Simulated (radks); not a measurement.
Values are calculated unless marked as measured or tabulated.
How relativity changes the ionisation of neutral palladium ([Kr] 4d10) to Pd+ ([Kr] 4d9). Spin-unpolarised spherical Kohn-Sham, PBE, point nucleus unless stated (finite: rms radius 4.5318 fm), a radial shooting solver on a logarithmic mesh with Libxc functionals. A level marked "c x" has the speed of light scaled by that factor and shares open shells by 2j + 1; other Dirac levels either fill j = l - 1/2 first or share by 2j + 1.

[
 {"level": "non-rel.", "E(Pd) (hartree)": "-4939.79345", "E(Pd+) (hartree)": "-4939.45340", "IE (eV)": "9.253", "HOMO": "4d", "<r> HOMO (bohr)": "1.573"},
 {"level": "scalar-rel.", "E(Pd) (hartree)": "-5045.89144", "E(Pd+) (hartree)": "-5045.55646", "IE (eV)": "9.115", "HOMO": "4d", "<r> HOMO (bohr)": "1.590"},
 {"level": "scalar-rel., finite nucleus", "E(Pd) (hartree)": "-5045.79436", "E(Pd+) (hartree)": "-5045.45938", "IE (eV)": "9.115", "HOMO": "4d", "<r> HOMO (bohr)": "1.590"},
 {"level": "Dirac, 2j+1 shares", "E(Pd) (hartree)": "-5046.94088", "E(Pd+) (hartree)": "-5046.60573", "IE (eV)": "9.120", "HOMO": "4d5/2", "<r> HOMO (bohr)": "1.606"},
 {"level": "Dirac, low j first", "E(Pd) (hartree)": "-5046.94088", "E(Pd+) (hartree)": "-5046.61278", "IE (eV)": "8.928", "HOMO": "4d5/2", "<r> HOMO (bohr)": "1.606"},
 {"level": "Dirac, 2j+1 shares, finite nucleus", "E(Pd) (hartree)": "-5046.84357", "E(Pd+) (hartree)": "-5046.50843", "IE (eV)": "9.120", "HOMO": "4d5/2", "<r> HOMO (bohr)": "1.606"},
 {"level": "Dirac, c x 0.85", "E(Pd) (hartree)": "-5091.52693", "E(Pd+) (hartree)": "-5091.19341", "IE (eV)": "9.075", "HOMO": "4d5/2", "<r> HOMO (bohr)": "1.619"},
 {"level": "Dirac, c x 1.25", "E(Pd) (hartree)": "-5006.96346", "E(Pd+) (hartree)": "-5006.62667", "IE (eV)": "9.165", "HOMO": "4d5/2", "<r> HOMO (bohr)": "1.594"},
 {"level": "Dirac, c x 2", "E(Pd) (hartree)": "-4965.46970", "E(Pd+) (hartree)": "-4965.13097", "IE (eV)": "9.217", "HOMO": "4d5/2", "<r> HOMO (bohr)": "1.581"}
]

NIST Atomic Spectra Database: 8.337 eV (measured). The relativistic part of the total energy of Pd is -107.1 hartree (Dirac, 2j+1 shares, finite nucleus), 2.2 % of the non-relativistic value. Spin polarisation and multiplet splitting of open shells are left out at every level.

Beside tabulated values, note that relativity, absent from the non-relativistic runs, is large for the heavy elements, and spin-unpolarised runs miss the spin-polarisation part of the exchange energy of open shells.
